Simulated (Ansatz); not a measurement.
Relaxation of ReAu₄⁻ with RKS PBE0-D4/def2-SVPD.

```sh
$ ansatz run in.yaml --threads 4 --pin off --events-out ev --progress --plain --max-ram 4787MiB
```

```yaml
crystal:
  periodic: [false, false, false]
  atoms:
    - {symbol: Re, position_ang: [0.878400, -2.460200, 0.685200]}
    - {symbol: Au, position_ang: [-0.487000, 2.121500, 1.607300]}
    - {symbol: Au, position_ang: [0.000000, 0.000000, 0.000000]}
    - {symbol: Au, position_ang: [2.089100, 1.298600, 1.731400]}
    - {symbol: Au, position_ang: [-0.302500, -0.426100, 2.649200]}
basis:
  gaussian: {orbitals: def2-SVPD}
total_charge: -1
hamiltonian: {xc: pbe0, dispersion: d4}
scf: {lower_state_search: "off"}
output: {orbitals: {seedname: orbitals}}
relax: {f_tol: 0.02, max_steps: 100}
```

Hardware: 4 threads of Arm Neoverse V1 on a shared host. Wall time 2 min, peak host memory 0.6 GiB.

Positions (Å) and forces (eV/Å) at steps 1, 2, 3, 4, 5, 6, 7, 8, 9, 10, 11, 12, 13, 14, 15 of 15:

```xyz
5
step=1 energy=-16902.1502 eV
Re    0.878   -2.460    0.685   -0.674    1.845    0.568
Au   -0.487    2.122    1.607   -0.108    0.112    0.249
Au    0.000    0.000    0.000    0.620   -0.882   -0.387
Au    2.089    1.299    1.731    0.166   -0.102   -0.362
Au   -0.302   -0.426    2.649   -0.004   -0.973   -0.068
5
step=2 energy=-16902.6693 eV
Re    0.833   -2.293    0.775   -0.374    1.081    0.880
Au   -0.491    2.095    1.639   -0.016   -0.181    0.154
Au    0.051   -0.019   -0.055    0.248    0.144   -0.586
Au    2.104    1.271    1.673    0.028   -0.221   -0.310
Au   -0.319   -0.519    2.641    0.115   -0.823   -0.138
5
step=3 energy=-16903.0221 eV
Re    0.795   -2.154    0.898    0.171    0.392    0.299
Au   -0.494    2.057    1.665   -0.017   -0.242    0.088
Au    0.078    0.015   -0.135    0.068    0.345   -0.640
Au    2.110    1.231    1.626    0.028   -0.341   -0.231
Au   -0.311   -0.615    2.619   -0.250   -0.154    0.484
5
step=4 energy=-16903.3671 eV
Re    0.849   -1.982    0.974    0.344    0.862    0.073
Au   -0.492    1.981    1.683   -0.010   -0.177    0.081
Au    0.087    0.076   -0.280    0.034   -0.039   -0.166
Au    2.113    1.110    1.565   -0.079   -0.666   -0.243
Au   -0.379   -0.652    2.731   -0.288    0.020    0.256
5
step=5 energy=-16903.7677 eV
Re    0.941   -1.819    1.030    0.490    1.281    0.143
Au   -0.484    1.942    1.700   -0.033   -0.129    0.026
Au    0.064    0.105   -0.362   -0.095   -0.082   -0.138
Au    2.109    0.975    1.515   -0.108   -1.032   -0.203
Au   -0.453   -0.668    2.790   -0.255   -0.037    0.172
5
step=6 energy=-16904.2055 eV
Re    1.024   -1.648    1.093    0.287    1.364   -0.015
Au   -0.465    1.887    1.711   -0.085   -0.099   -0.043
Au    0.026    0.132   -0.450   -0.048   -0.246    0.104
Au    2.125    0.859    1.476    0.024   -0.931   -0.117
Au   -0.531   -0.696    2.842   -0.178   -0.089    0.071
5
step=7 energy=-16904.3839 eV
Re    1.087   -1.466    1.117   -0.375   -0.567   -0.091
Au   -0.473    1.851    1.699   -0.037   -0.099   -0.092
Au   -0.011    0.131   -0.480   -0.265   -0.019   -0.121
Au    2.150    0.734    1.467    0.874    0.805    0.217
Au   -0.576   -0.717    2.869   -0.198   -0.120    0.087
5
step=8 energy=-16904.5416 eV
Re    1.005   -1.297    1.183   -0.191   -0.321    0.018
Au   -0.426    1.714    1.690    0.062   -0.227   -0.069
Au   -0.026    0.138   -0.578   -0.219    0.077   -0.131
Au    2.331    0.794    1.407    0.486    0.455    0.118
Au   -0.706   -0.815    2.971   -0.137    0.017    0.064
5
step=9 energy=-16904.8118 eV
Re    0.937   -1.120    1.233   -0.341    0.825    0.127
Au   -0.360    1.542    1.663    0.390   -0.462    0.065
Au   -0.105    0.137   -0.692   -0.145   -0.192   -0.537
Au    2.521    0.850    1.414    0.174    0.024    0.139
Au   -0.815   -0.876    3.056   -0.078   -0.195    0.206
5
step=10 energy=-16905.2086 eV
Re    0.856   -0.943    1.254   -0.276    0.558   -0.018
Au   -0.291    1.432    1.657    0.176   -0.015    0.070
Au   -0.150    0.113   -0.829   -0.117   -0.265   -0.427
Au    2.614    0.866    1.453    0.287    0.016    0.153
Au   -0.850   -0.934    3.138   -0.070   -0.294    0.222
5
step=11 energy=-16905.3172 eV
Re    0.779   -0.764    1.248    0.324   -0.735   -0.291
Au   -0.251    1.441    1.662   -0.547    1.276    0.217
Au   -0.218    0.031   -0.983    0.054   -0.234    0.150
Au    2.727    0.860    1.534   -0.003   -0.177    0.066
Au   -0.859   -1.034    3.213    0.171   -0.130   -0.142
5
step=12 energy=-16905.4567 eV
Re    0.778   -0.668    1.196    0.043   -0.049    0.021
Au   -0.252    1.628    1.600   -0.088    0.190    0.061
Au   -0.362   -0.095   -0.987   -0.003   -0.057   -0.060
Au    2.781    0.790    1.714    0.027   -0.049   -0.003
Au   -0.766   -1.121    3.150    0.022   -0.034   -0.019
5
step=13 energy=-16905.4734 eV
Re    0.730   -0.554    1.220    0.075   -0.142   -0.021
Au   -0.297    1.739    1.621   -0.071    0.152    0.040
Au   -0.346   -0.173   -1.024   -0.014   -0.010   -0.034
Au    2.844    0.729    1.706    0.014   -0.001    0.007
Au   -0.753   -1.207    3.150   -0.004    0.000    0.008
5
step=14 energy=-16905.4745 eV
Re    0.719   -0.528    1.223    0.013   -0.006    0.004
Au   -0.311    1.781    1.629    0.001   -0.011    0.009
Au   -0.341   -0.199   -1.030   -0.033    0.002   -0.074
Au    2.852    0.707    1.707    0.054    0.026    0.015
Au   -0.741   -1.228    3.144   -0.035   -0.012    0.046
5
step=15 energy=-16905.4755 eV
Re    0.721   -0.527    1.217   -0.005    0.013   -0.006
Au   -0.316    1.774    1.649    0.003   -0.010    0.001
Au   -0.342   -0.207   -1.045    0.007   -0.003    0.017
Au    2.861    0.709    1.708   -0.013   -0.007    0.000
Au   -0.746   -1.216    3.145    0.009    0.008   -0.011
```

In the def2 sets Au, Re take a core potential; there is no spin–orbit coupling. The restricted singlet is unstable towards broken spin symmetry at other levels; at PBE0-D4/def2-SVPD this wasn't settled. The structure comes from a short search, and lower isomers may exist.
